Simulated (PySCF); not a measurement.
**Electron correlation in Ca+ (calcium, charge +1)**

[Ar] 4p1, 2P determinant (an excited configuration). Calculation: PySCF 2.14, in ANO-RCC-VTZP; scalar relativity by spin-free X2C-1e. Frozen: [Ne]; 9 electrons correlated.

| level | correlation energy (mhartree) |
| --- | --- |
| CCSD | -238.99 |
| (T) | -4.85 |
| CCSD(T) | -243.84 |

Diagnostics: T1 = 0.0073, D1 = 0.0304, largest double amplitude 0.032.

Cost of the coupled-cluster step: about 0.8 core-seconds, for 9 correlated electrons.

Iterations:

```
CC2 = 0
CCSD nocc = (np.int64(5), np.int64(4)), nmo = (33, 33)
frozen orbitals [[0, 1, 2, 3, 4], [0, 1, 2, 3, 4]]
max_cycle = 100
direct = 0
conv_tol = 1e-08
conv_tol_normt = 1e-06
diis_space = 8
diis_start_cycle = 0
Init t2, MP2 energy = -0.219003840145147
Init E_corr(UCCSD) = -0.219003840148074
cycle = 1  E_corr(UCCSD) = -0.235475470723293  dE = -0.0164716306  norm(t1,t2) = 0.0291313
cycle = 2  E_corr(UCCSD) = -0.238180503213631  dE = -0.00270503249  norm(t1,t2) = 0.00946038
cycle = 3  E_corr(UCCSD) = -0.239133752444163  dE = -0.000953249231  norm(t1,t2) = 0.00402227
cycle = 4  E_corr(UCCSD) = -0.238989413555661  dE = 0.000144338889  norm(t1,t2) = 0.00054289
cycle = 5  E_corr(UCCSD) = -0.238987661792923  dE = 1.75176274e-06  norm(t1,t2) = 7.66958e-05
cycle = 6  E_corr(UCCSD) = -0.238988448946331  dE = -7.87153408e-07  norm(t1,t2) = 9.88766e-06
cycle = 7  E_corr(UCCSD) = -0.238988373868978  dE = 7.50773523e-08  norm(t1,t2) = 1.55297e-06
cycle = 8  E_corr(UCCSD) = -0.238988364069292  dE = 9.79968678e-09  norm(t1,t2) = 3.99572e-07
UCCSD converged
E(UCCSD) = -679.5698602447354  E_corr = -0.2389883640692917
UCCSD(T) correction = -0.00484505136054445
```

The basis was made for the ground configuration and has no added diffuse functions, which can raise the energy of the promoted electron.
